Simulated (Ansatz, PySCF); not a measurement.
C₂H₄FGaO, SMILES [F][Ga]([OH])[CH]=C. Atoms are numbered in the order given.

```xyz
9

Ga    -0.0488    -0.2973     0.0000
F     -1.1056    -1.7026     0.0000
C     -0.7029     1.5131     0.0000
C      0.1459     2.5487     0.0000
H     -1.7819     1.7037     0.0000
H     -0.2088     3.5866     0.0000
H      1.2329     2.4125     0.0000
O      1.6804    -0.6976     0.0000
H      1.8583    -1.6440     0.0000
```
Charge 0, spin multiplicity 1.

The structure is a stationary point at PBE0-D3(BJ)/def2-SVP. The structure was generated by enumeration; whether it is a known compound was not checked. Other conformers were not sampled.

Two levels are set side by side: PBE-D3(BJ)/def2-SVP (Ansatz, a program for electronic structure) and PBE0-D3(BJ)/def2-SVP (Ansatz). Each level has its own optimised geometry; the coordinates shown are those of the second. Frequencies come from the Hessian of PySCF at each geometry. Differences are taken from unrounded values.

```csv
quantity,PBE0-D3(BJ),PBE-D3(BJ),PBE-D3(BJ) minus PBE0-D3(BJ)
mean bond length (Å),1.381,1.393,0.012
bond Ga1–F2 (Å),1.758,1.777,0.019
bond Ga1–C3 (Å),1.925,1.938,0.013
bond Ga1–O8 (Å),1.775,1.797,0.022
bond C3–C4 (Å),1.339,1.348,0.009
bond C3–H5 (Å),1.096,1.104,0.008
bond C4–H6 (Å),1.097,1.105,0.008
bond C4–H7 (Å),1.096,1.103,0.008
bond O8–H9 (Å),0.963,0.975,0.013
highest harmonic wavenumber (cm⁻¹),3912,3730,-182
mean harmonic wavenumber (cm⁻¹),1210,1167,-43
zero-point energy (kcal/mol),36.32,35.03,-1.29
```

Exact exchange shortens and stiffens bonds; PBE has none. Differences between two approximate levels are no errors against the true value.
